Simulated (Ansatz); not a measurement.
Basis-set extrapolation for `O[SiH2]O[SiH2]O` (PBE0-D4/def2-TZVP geometry, frozen core, Ansatz 0.2.0). Multiplicity 1, RHF reference.

```tsv
	def2-TZVPP	def2-QZVPP
HF	-806.290197	-806.320967
MP2 correlation	-0.958824	-1.037198
CCSD(T) correlation	-1.025749	not run
```

Energies in hartree. Use E(X) = E(∞) + A·exp(−7.88·√X) for Hartree–Fock and E(X) = E(∞) + B·X^(−2.97) for correlation, with X = 3 and 4, and add CCSD(T) minus MP2 of the smaller set to the MP2 limit.

Q: What is the CCSD(T) energy at the basis-set limit?

A: HF limit: -806.320967 + (-0.030770) × 0.13774 = -806.32521. MP2 limit: -1.037198 + (-0.078374) × 0.74074 = -1.09525. Higher-order term: -1.025749 − (-0.958824) = -0.06693. Total: -807.48739 hartree, 450.1 kJ/mol below CCSD(T)/def2-TZVPP.
